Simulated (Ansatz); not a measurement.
The cluster Mg2Te2 was relaxed with r2SCAN-D4 (def2-SVP) in Ansatz in these states: neutral quintet, neutral singlet, neutral triplet. The geometries follow in no particular order.

In the def2 sets Te takes a core potential; there is no spin–orbit coupling.

A:

Cartesian coordinates in Å:
```
Mg -1.317 0.249 0.415
Mg 1.317 -0.249 -0.415
Te -0.501 -2.196 -0.271
Te 0.501 2.196 0.271
```

B:

```xyz
4

Mg    1.363   -0.327    0.820
Mg   -1.363    0.327   -0.820
Te    0.699    2.039   -0.349
Te   -0.699   -2.039    0.349
```

C:

```xyz
4

Mg    0.3527   -0.3557    1.8377
Mg    0.3368    0.9793   -1.5985
Te    1.0912   -1.6915   -0.6622
Te   -1.7808    1.0678    0.4231
```

Q: Judge from the bond lengths which geometry belongs to which state (an estimate).

A: A is the neutral singlet (Mg1–Mg2 2.806 Å, Mg1–Te3 2.667 Å, Mg2–Te4 2.667 Å); B is the neutral triplet (Mg1–Mg2 3.247 Å, Mg1–Te3 2.721 Å, Mg2–Te4 2.721 Å); C is the neutral quintet (Mg1–Mg2 3.686 Å, Mg1–Te3 2.929 Å, Mg2–Te4 2.929 Å).
